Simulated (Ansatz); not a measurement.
`CO[Si]C` + NH₃ → `CO[Si]N` + CH₄ at 700 K and 1 bar (ligand exchange at the Si–C bond).

Computed with Ansatz on PBE0-D4/def2-TZVP structures; ΔE is electronic, products minus reactants. CCSD(T)/CBS adds triple-zeta CCSD(T) − MP2 to the extrapolated MP2 energy (def2 sets, frozen cores). This one scheme is used for every species. One conformer a species, not always the lowest.

```csv
species,CCSD(T)/CBS energy (Eh),H − E (kJ/mol),S (J/(mol·K))
`CO[Si]C`,-443.95718,273.0,430.1
NH₃,-56.50880,116.9,226.5
`CO[Si]N`,-460.05109,244.3,408.8
CH₄,-40.46206,145.9,224.0
```

H − E and S are ideal-gas, rigid-rotor, harmonic terms from PBE0-D4/def2-TZVP, for one conformer and one mirror image of each species. 1 Eh = 2625.50 kJ/mol, R = 8.31446 J/(mol·K).

**Question.** By hand: ΔE, ΔH, ΔS and ΔG.

**Answer.** ΔE = (-460.05109) + (-40.46206) − (-443.95718) − (-56.50880) = -0.04717 Eh = -123.8 kJ/mol. Δ(H − E) = 244.3 + 145.9 − 273.0 − 116.9 = 0.3, so ΔH = -123.5 kJ/mol. ΔS = 408.8 + 224.0 − 430.1 − 226.5 = -23.8 J/(mol·K). ΔG = -123.5 − 700 × (-23.8)/1000 = -106.8 kJ/mol.

**Question.** By hand: the equilibrium constant, and the temperature at which ΔG would vanish if ΔH and ΔS stayed fixed.

**Answer.** log₁₀ K = −ΔG/(RT ln 10) = 8.0. ΔG = 0 at ΔH/ΔS = 5189 K, far beyond where these terms or the molecules hold.

ΔH outweighs TΔS. A doubt of 5 kJ/mol in ΔE shifts log₁₀ K by 0.4 here. Other conformers and mirror images would add mixing entropy, several J/(mol·K) or more a flexible species. Modes under 60 cm⁻¹, often nearly free rotors, make the harmonic entropy too high. These are equilibria of isolated gas molecules and say nothing of rates. Largest T1 diagnostic: 0.014 (customary marks: 0.02 for closed shells, 0.045 for open ones).
